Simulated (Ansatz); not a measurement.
`[GeH3]/[N]=C1\O[SiH2]1` + H₂Se → `[GeH3][SeH]` + `N=C1O[SiH2]1`  (ligand exchange at a Ge–N bond)

Computed with Ansatz on PBE0-D4/def2-TZVP structures; ΔE is electronic, products minus reactants. CBS: MP2 limit from def2 TZ/QZ plus the TZ coupled-cluster correction, frozen cores. DFT in def2-TZVPP. B3LYP here is the variant with VWN-RPA as its local correlation; programs differ in this. HSE06 is defined as in plane-wave codes. For Ge, Se outer-core shells are correlated without core-valence functions, which leaves a few kJ/mol of doubt a bond. Scalar relativity is left out up to krypton. One conformer a species, not always the lowest.

| level | ΔE (kcal/mol) | difference from CCSD(T)/CBS |
| --- | --- | --- |
| PBE-D4 | -11.8 | -1.6 |
| BLYP-D4 | -9.7 | 0.5 |
| r2SCAN-D4 | -11.3 | -1.1 |
| HSE06-D4 | -12.3 | -2.1 |
| BHLYP-D4 | -10.9 | -0.7 |
| ωB97X-V | -10.5 | -0.3 |
| r2SCAN | -11.6 | -1.4 |
| B3LYP | -11.4 | -1.2 |
| HSE06 | -12.8 | -2.6 |
| BHLYP | -11.4 | -1.2 |
| CCSD/def2-SVP | -8.6 | 1.6 |
| CCSD(T)/def2-SVP | -8.1 | 2.1 |
| CCSD/def2-TZVPP | -9.8 | 0.4 |
| HF/def2-QZVPP | -11.4 | -1.2 |
| HF/CBS(def2) | -11.4 | -1.2 |
| MP2/CBS(def2) | -9.8 | 0.4 |
| CCSD(T)/CBS | -10.2 | 0 |

Task: What do rigid-rotor, harmonic-oscillator terms from PBE0-D4/def2-TZVP frequencies (298.15 K, 1 bar) make of the CCSD(T)/CBS value? (An estimate is asked.)

Result: Ansatz gave: ΔZPE = +2.9 kcal/mol, ΔH = -8.0 kcal/mol, ΔS = 4 J/(mol·K), ΔG = -8.3 kcal/mol. Modes under 50 cm⁻¹ make the entropy rough.

Largest T1 diagnostic among the species: 0.017.

The D4 term adds +1.0 kcal/mol with B3LYP and +0.6 kcal/mol with PBE0; it sums over pairs of atoms, weighted by their polarisabilities, and B3LYP, whose exchange is more repulsive, gets the larger term. In def2-TZVPP, CCSD(T) changes the Hartree–Fock value by +2.0 kcal/mol (the triples alone add +0.5 kcal/mol) and MP2 by +2.4 kcal/mol.
